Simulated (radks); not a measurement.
Problem. Valence configurations of neutral dysprosium (all share [Xe]). Method: scalar-relativistic Kohn-Sham, r2SCAN, spin-polarised, spherical densities, finite nucleus; open shells are filled with parallel spins first (spin-orbit coupling, left out, can overturn this in heavy ions); meta-GGA in the generalised Kohn-Sham scheme; Fermi nuclear charge, rms radius 5.2218 fm; computed with a radial shooting solver on a logarithmic mesh with Libxc functionals. Order these by energy: 4f10 6s1 6p1; 4f10 6s2; 4f9.5 5d1 6s0.5 6p1; 4f9.5 5d1 6s1.5; 4f10 6s1.5 6p0.5; 4f8 6s2 6p2; 4f9 5d1 6s2.

Solution. From the lowest, in eV above it: 4f10 6s2 0.000; 4f9.5 5d1 6s1.5 1.081; 4f10 6s1.5 6p0.5 1.127; 4f9 5d1 6s2 1.367; 4f10 6s1 6p1 1.826; 4f9.5 5d1 6s0.5 6p1 3.229; 4f8 6s2 6p2 13.992. NIST lists [Xe] 4f10 6s2 as the ground configuration; this level of theory agrees among the configurations tried. The energies are those of spherical high-spin densities, not of single terms. No valid solution was reached for [Xe] 4f10.5 6s1.5; [Xe] 4f11.5 6s0.5; [Xe] 4f10 5d1 6s1.
